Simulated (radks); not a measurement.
The numbers below are computed, except where a source is named.
Xe+, configuration [Kr] 4d10 5s2 5p5.

Code: a radial shooting solver on a logarithmic mesh with Libxc functionals. Model: scalar-relativistic Kohn-Sham, LDA (Slater exchange, VWN5 correlation), spin-unpolarised, spherical densities, point nucleus.

Energy parts (hartree):
part                        energy
total                  -7440.91736
kinetic                 7823.17249
electron-nucleus      -17996.58875
Hartree                 2912.79605
exchange-correlation    -180.29715

Orbitals (lengths in bohr, moments of r in powers of bohr; r(90%) holds 90 % of the orbital's charge):
orbital  occ.  eigenvalue (hartree)    <1/r>      <r^2>  r(90%)      <r^4>
1s          2             -1262.194    58.06  0.0009652  0.0480  2.441e-06
2s          2             -196.7890    13.32    0.01552   0.177  0.0004132
2p          6             -176.7112    12.72    0.01229   0.163  0.0002990
3s          2             -40.53037    4.784     0.1076   0.451    0.01758
3p          6             -34.04535    4.548     0.1077   0.457    0.01841
3d         10             -24.40160    4.310    0.09341   0.441    0.01588
4s          2              -7.60971    1.955     0.5806    1.03     0.4955
4p          6              -5.55274    1.793     0.6670    1.12     0.6756
4d         10              -2.55390    1.514     0.8980    1.33      1.365
5s          2              -1.07812   0.7212      3.732    2.64      21.02
5p          5              -0.63142   0.5932      5.437    3.23      46.76
6s          0              -0.19991   0.2646      25.95    6.95       1008
5d          0              -0.15711   0.3316      17.50    6.00      559.4
6p          0              -0.11960   0.2030      44.81    9.24       3108
4f          0              -0.03305  0.07541      285.5    23.7     128800

The highest occupied level is 5p at -17.182 eV. For comparison, the ionisation energy in NIST's Atomic Spectra Database is 20.975 eV (semi-empirical). In exact Kohn-Sham theory the highest level is minus the ionisation energy, but local and semilocal functionals leave it too shallow, through self-interaction and a potential that decays too fast; potentials with the right tail come closer.

Beside tabulated values, note that spin-unpolarised runs miss the spin-polarisation part of the exchange energy of open shells.
